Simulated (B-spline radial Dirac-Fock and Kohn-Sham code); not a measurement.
## Kohn-Sham estimates against Dirac-Fock for the levels of Nd²⁺

System: Nd²⁺ in the configuration [Xe] 4f4.

The density-functional columns are spherical, spin-unpolarised Dirac-Kohn-Sham results without Breit or QED terms: −ε is minus the orbital energy of the initial state and ΔSCF the difference of two total energies. The reference in the last column comes from Dirac-Fock (average of configuration) total-energy differences with a finite nucleus, the Breit interaction including its frequency dependence, and self-energy and vacuum-polarisation corrections. All numbers are from a radial atomic solver, in eV; a selection of levels is shown. For the 1s level of heavy atoms much of the gap between ΔSCF and the reference is the Breit and QED part, -174.4 eV here; for other levels the error of the functional can be larger.

```
     level   PBE −ε  PBE ΔSCF   LDA −ε  LDA ΔSCF  Dirac-Fock
    K (1s)  43370.3   43793.0  43327.2   43748.6     43586.2
   L1 (2s)   7022.7    7098.4   7016.9    7092.9      7150.8
L2 (2p1/2)   6644.8    6740.7   6642.5    6738.4      6741.2
L3 (2p3/2)   6124.8    6212.1   6123.0    6210.5      6227.4
   M1 (3s)   1533.6    1557.0   1531.9    1555.5      1597.6
M2 (3p1/2)   1372.2    1396.9   1371.5    1396.4      1423.3
M3 (3p3/2)   1268.3    1291.7   1267.9    1291.3      1318.9
M4 (3d3/2)    987.2    1014.4    987.3    1014.6      1018.8
M5 (3d5/2)    964.8     991.4    964.9     991.6       996.9
   N1 (4s)    315.2     325.7    314.5     325.1       344.5
N2 (4p1/2)    254.3     264.7    254.0     264.4       277.1
N3 (4p3/2)    231.8     241.9    231.4     241.5       254.6
N4 (4d3/2)    131.7     141.4    131.7     141.4       142.4
N5 (4d5/2)    127.7     137.3    127.7     137.3       138.5
 N6,7 (4f)    14.56     22.39    14.85     22.71       18.68
   O1 (5s)    53.36     59.85    53.58     60.10       61.83
O2 (5p1/2)    37.10     43.14    37.32     43.38       41.61
O3 (5p3/2)    34.05     39.88    34.21     40.06       38.51
```

Question: Order the estimates of the K (1s) level by their distance from the Dirac-Fock value, nearest first.
A. PBE −ε
B. LDA −ε
C. PBE ΔSCF
D. LDA ΔSCF

Answer: D (162.4 eV), C (206.8 eV), A (215.9 eV), B (259.0 eV).

Values without a named source are computed, but for edge energies of neutral atoms, which are taken from tables.
